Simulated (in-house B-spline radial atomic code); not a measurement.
**Zr VI (Zr5+): [Ar] 3d10 4s2 4p5**

Level of theory: Dirac-Kohn-Sham LC-wPBE, spherical fractional occupations, Fermi nucleus of rms radius 4.2694 fm; calculated with a B-spline radial code for spherical atoms.

Screening seen three ways: the hydrogenic charge with the same mean radius, Z_r = [3n² - l(l+1)]/(2<r>), the one with the same energy, Z_e = n√(-2ε), and Slater's rules. Values are occupation-weighted means over j. An effective charge above Z reflects the relativistic contraction of the inner shells.

| shell | electrons | ε (eV) | <r> (bohr) | Z_r | Z_e | Slater |
| --- | --- | --- | --- | --- | --- | --- |
| 1s | 2 | -17887 | 0.03706 | 40.47 | 36.26 | 39.70 |
| 2s | 2 | -2538 | 0.1623 | 36.98 | 27.32 | 35.85 |
| 2p | 6 | -2271.7 | 0.1416 | 35.32 | 25.84 | 35.85 |
| 3s | 2 | -473.61 | 0.4577 | 29.49 | 17.70 | 28.75 |
| 3p | 6 | -386.58 | 0.4613 | 27.10 | 15.99 | 28.75 |
| 3d | 10 | -243.23 | 0.4513 | 23.26 | 12.68 | 18.85 |
| 4s | 2 | -118.73 | 1.172 | 20.48 | 11.82 | 12.60 |
| 4p | 5 | -92.834 | 1.28 | 17.97 | 10.45 | 12.60 |

The least bound orbital is 4p3/2 at -92.14 eV, and it is also the most diffuse (<r> = 1.288 bohr).

Spin-orbit splittings of the orbital energies (j = l + 1/2 above j = l - 1/2 when positive): 2p 85.85 eV, 3p 13.69 eV, 3d 2.508 eV, 4p 2.073 eV.

For the 1s electron the small component carries 2.12 % of the norm, the zero-frequency Breit interaction raises the level by 33.12 eV, self-energy by 17.94 eV, and vacuum polarisation lowers it by 2.003 eV.

Caution: exact exchange at fractional occupations of open shells leaves self-interaction of up to several eV.
